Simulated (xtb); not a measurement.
C2H6ClSi (SMILES C[Si](C)Cl), doublet, from a rough starting geometry; xtb with GFN2-xTB.

Here is a job for xtb.
```
$ xtb mol.xyz --gfn 2 --uhf 1 --opt vtight --json

# file mol.xyz
10

C     -1.50249459    -0.50525551     0.01360464
Si    -0.09912683     0.62392372     0.54532278
C      1.60055426    -0.01569324     0.09244286
Cl    -0.33211595     2.48785729    -0.18055475
H     -2.41187326    -0.34723305     0.58758447
H     -1.29047849    -1.52906569     0.09160963
H     -1.76908930    -0.31438715    -1.04329032
H      1.63400458    -0.07417680    -1.05563927
H      2.38597205     0.54379072     0.36160003
H      1.72520149    -1.05407863     0.43956578
```

It wrote (shortened):

```
   ID    Z sym.   atoms
    1    6 C      1, 3
    2   14 Si     2
    3   17 Cl     4
    4    1 H      5-10

           -------------------------------------------------
          |                Calculation Setup                |
           -------------------------------------------------

           -------------------------------------------------
          |                 G F N 2 - x T B                 |
           -------------------------------------------------

          ...................................................
          :                      SETUP                      :
          :.................................................:
          :  # basis functions                  34          :
          :  # atomic orbitals                  32          :
          :  # shells                           16          :
          :  # electrons                        25          :
          :  max. iterations                   250          :
          :  Hamiltonian                  GFN2-xTB          :
          :  restarted?                      false          :
          :  GBSA solvation                  false          :
          :  PC potential                    false          :
          :  electronic temp.          300.0000000     K    :
          :  accuracy                    1.0000000          :
          :  -> integral cutoff          0.2500000E+02      :
          :  -> integral neglect         0.1000000E-07      :
          :  -> SCF convergence          0.1000000E-05 Eh   :
          :  -> wf. convergence          0.1000000E-03 e    :
          :  Broyden damping             0.4000000          :
          :  net charge                          0          :
          :  unpaired electrons                  1          :
          ...................................................

 iter      E             dE          RMSdq      gap      omega  full diag
   1    -13.7109578 -0.137110E+02  0.431E+00    3.39       0.0  T
   2    -13.7332508 -0.222930E-01  0.179E+00    3.53       1.0  T
   3    -13.7336114 -0.360633E-03  0.117E+00    3.62       1.0  T
   4    -13.7340587 -0.447340E-03  0.279E-01    3.67       1.0  T
   5    -13.7344433 -0.384545E-03  0.203E-01    3.67       1.0  T
   6    -13.7344724 -0.291278E-04  0.497E-02    3.67       1.0  T
   7    -13.7344760 -0.361540E-05  0.212E-02    3.67       1.5  T
   8    -13.7344769 -0.828023E-06  0.138E-02    3.67       2.3  T
   9    -13.7344773 -0.410408E-06  0.901E-03    3.67       3.5  T
  10    -13.7344775 -0.210974E-06  0.660E-03    3.67       4.8  T
  11    -13.7344776 -0.160961E-06  0.305E-03    3.67      10.4  T
  12    -13.7344777 -0.128732E-07  0.167E-03    3.67      18.9  T
  13    -13.7344777 -0.915424E-08  0.651E-04    3.67      48.6  T
  14    -13.7344777 -0.548260E-09  0.559E-04    3.67      56.6  T

   *** convergence criteria satisfied after 14 iterations ***

         :::::::::::::::::::::::::::::::::::::::::::::::::::::
         ::                     SUMMARY                     ::
         :::::::::::::::::::::::::::::::::::::::::::::::::::::
         :: total energy             -13.584187267159 Eh    ::
         :: gradient norm              0.121808656881 Eh/a0 ::
         :: HOMO-LUMO gap              3.667581449077 eV    ::
         ::.................................................::
         :: SCC energy               -13.734470121601 Eh    ::
         :: -> isotropic ES            0.017258686618 Eh    ::
         :: -> anisotropic ES         -0.000615563434 Eh    ::
         :: -> anisotropic XC          0.004680542056 Eh    ::
         :: -> dispersion             -0.006028403458 Eh    ::
         :: repulsion energy           0.150282854442 Eh    ::
         :: add. restraining           0.000000000000 Eh    ::
         :: total charge              -0.000000000000 e     ::
         :::::::::::::::::::::::::::::::::::::::::::::::::::::

      -----------------------------------------------------------
     |                   =====================                   |
     |                        A N C O P T                        |
     |                   =====================                   |
     |               Approximate Normal Coordinate               |
     |                Rational Function Optimizer                |
      -----------------------------------------------------------
      -----------------------------------------------------------
     |                   =====================                   |
     |                        A N C O P T                        |
     |                   =====================                   |
     |               Approximate Normal Coordinate               |
     |                Rational Function Optimizer                |
      -----------------------------------------------------------

          ...................................................
          :                      SETUP                      :
          :.................................................:
          :   optimization level         verytight          :
          :   max. optcycles                   200          :
          :   ANC micro-cycles                  20          :
          :   degrees of freedom                24          :
          :.................................................:
          :   RF solver                   davidson          :
          :   write xtbopt.log                true          :
          :   linear?                        false          :
          :   energy convergence         0.1000000E-06 Eh   :
          :   grad. convergence          0.2000000E-03 Eh/α :
          :   maxmium RF displ.          1.0000000          :
          :   Hlow (freq-cutoff)         0.1000000E-01      :
          :   Hmax (freq-cutoff)         5.0000000          :
          :   S6 in model hess.         20.0000000          :
          ...................................................

[...]
 * total energy  :   -13.5945213 Eh     change       -0.4319907E-04 Eh
 * total energy  :   -13.5945519 Eh     change       -0.3057182E-04 Eh
 * total energy  :   -13.5945733 Eh     change       -0.2142075E-04 Eh
 * total energy  :   -13.5945760 Eh     change       -0.2691943E-05 Eh
 * total energy  :   -13.5945807 Eh     change       -0.4724295E-05 Eh
 * total energy  :   -13.5945909 Eh     change       -0.1022605E-04 Eh
 * total energy  :   -13.5945918 Eh     change       -0.8684720E-06 Eh
 * total energy  :   -13.5945934 Eh     change       -0.1578487E-05 Eh
 * total energy  :   -13.5945949 Eh     change       -0.1576084E-05 Eh
 * total energy  :   -13.5945962 Eh     change       -0.1303112E-05 Eh
 * total energy  :   -13.5945968 Eh     change       -0.5567189E-06 Eh
 * total energy  :   -13.5945970 Eh     change       -0.1712339E-06 Eh
 * total energy  :   -13.5945971 Eh     change       -0.8625304E-07 Eh
   *** GEOMETRY OPTIMIZATION CONVERGED AFTER 20 ITERATIONS ***
[...]
         ::                     SUMMARY                     ::
         :::::::::::::::::::::::::::::::::::::::::::::::::::::
         :: total energy             -13.594597064106 Eh    ::
         :: gradient norm              0.000094488473 Eh/a0 ::
         :: HOMO-LUMO gap              3.636812064010 eV    ::
         ::.................................................::
         :: SCC energy               -13.726670243714 Eh    ::
         :: -> isotropic ES            0.018238119651 Eh    ::
         :: -> anisotropic ES         -0.000818222194 Eh    ::
         :: -> anisotropic XC          0.004876057761 Eh    ::
         :: -> dispersion             -0.005993361610 Eh    ::
         :: repulsion energy           0.132073179608 Eh    ::
         :: add. restraining           0.000000000000 Eh    ::
         :: total charge              -0.000000000000 e     ::
         :::::::::::::::::::::::::::::::::::::::::::::::::::::

           -------------------------------------------------
          |                Property Printout                |
           -------------------------------------------------

    * Orbital Energies and Occupations

         #    Occupation            Energy/Eh            Energy/eV
      -------------------------------------------------------------
         1        2.0000           -1.0430384             -28.3825
         2        2.0000           -0.6919796             -18.8297
         3        2.0000           -0.5812000             -15.8153
         4        2.0000           -0.5514132             -15.0047
         5        2.0000           -0.4791162             -13.0374
         6        2.0000           -0.4781289             -13.0106
         7        2.0000           -0.4736682             -12.8892
         8        2.0000           -0.4724312             -12.8555
         9        2.0000           -0.4348162             -11.8320
        10        2.0000           -0.4306235             -11.7179
        11        2.0000           -0.4241604             -11.5420
        12        2.0000           -0.4041474             -10.9974
        13        1.0000           -0.2974927              -8.0952 (HOMO)
        14                         -0.1638423              -4.4584 (LUMO)
        15                         -0.1480431              -4.0285
        16                         -0.1017821              -2.7696
        17                         -0.0266546              -0.7253
        18                         -0.0191210              -0.5203
        19                          0.0283920               0.7726
        20                          0.0375859               1.0228
        21                          0.0381763               1.0388
        22                          0.0494106               1.3445
        23                          0.0521025               1.4178
        24                          0.1678917               4.5686
       ...                                ...                  ...
        32                          0.6427121              17.4891
      -------------------------------------------------------------
                  HL-Gap            0.1336504 Eh            3.6368 eV
             Fermi-level           -0.2907438 Eh           -7.9115 eV

     #   Z          covCN         q      C6AA      α(0)
     1   6 C        3.649    -0.188    24.570     7.121
     2  14 Si       2.550     0.435   178.290    29.287
     3   6 C        3.649    -0.188    24.570     7.121
     4  17 Cl       0.803    -0.290   108.314    15.921
     5   1 H        0.925     0.040     2.443     2.444
     6   1 H        0.925     0.035     2.515     2.480
     7   1 H        0.925     0.040     2.444     2.445
     8   1 H        0.925     0.040     2.444     2.445
     9   1 H        0.925     0.040     2.444     2.445
    10   1 H        0.925     0.035     2.515     2.480

 Mol. C6AA /au·bohr⁶  :       1812.135965
 Mol. C8AA /au·bohr⁸  :      68899.810021
 Mol. α(0) /au        :         74.188856

Wiberg/Mayer (AO) data.
largest (>0.10) Wiberg bond orders for each atom

 ---------------------------------------------------------------------------
     #   Z sym  total        # sym  WBO       # sym  WBO       # sym  WBO
 ---------------------------------------------------------------------------
     1   6 C    3.984 --     6 H    0.992     5 H    0.988     7 H    0.979
                             2 Si   0.906
     2  14 Si   2.906 --     4 Cl   1.039     1 C    0.906     3 C    0.906
     3   6 C    3.984 --    10 H    0.992     9 H    0.988     8 H    0.979
                             2 Si   0.906
     4  17 Cl   1.154 --     2 Si   1.039
     5   1 H    0.998 --     1 C    0.988
     6   1 H    0.999 --     1 C    0.992
     7   1 H    0.998 --     1 C    0.979
     8   1 H    0.998 --     3 C    0.979
     9   1 H    0.998 --     3 C    0.988
    10   1 H    0.999 --     3 C    0.992
 ---------------------------------------------------------------------------

Topologies differ in total number of bonds
Writing topology from bond orders to xtbtopo.mol

molecular dipole:
                 x           y           z       tot (Debye)
 q only:        0.127      -0.873       0.494
   full:        0.115      -0.780      -0.103       2.020
molecular quadrupole (traceless):
                xx          xy          yy          xz          yz          zz
 q only:        1.970       1.201      -5.918      -0.189       1.179       3.948
  q+dip:        2.785       1.112      -4.508      -0.027       0.221       1.723
   full:        2.867       1.059      -4.071      -0.019       0.179       1.204

optimized geometry written to: xtbopt.xyz

           -------------------------------------------------
          | TOTAL ENERGY              -13.594597064106 Eh   |
          | GRADIENT NORM               0.000094488473 Eh/α |
          | HOMO-LUMO GAP               3.636812064010 eV   |
           -------------------------------------------------
```
